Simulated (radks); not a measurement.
Valence configurations of B2+ (all share [He]). All-electron calculation, scalar-relativistic Kohn-Sham, BLYP, spin-polarised, spherical densities, point nucleus; open shells are filled with parallel spins first. Program: a radial shooting solver on a logarithmic mesh with Libxc functionals. Energies are relative to 2s1; eigenvalues in eV for spin up.

| valence | E (eV) | moment (Bohr magnetons) | e(2p) | e(2s) |
|---|---|---|---|---|
| 2s1 | 0.000 | 1 | - | -32.523 |
| 2s0.5 2p0.5 | 3.030 | 1 | -26.266 | -32.296 |
| 2p1 | 6.033 | 1 | -26.080 | - |

NIST lists [He] 2s1 as the ground configuration; this level of theory agrees among the configurations tried. The energies are those of spherical high-spin densities, not of single terms.
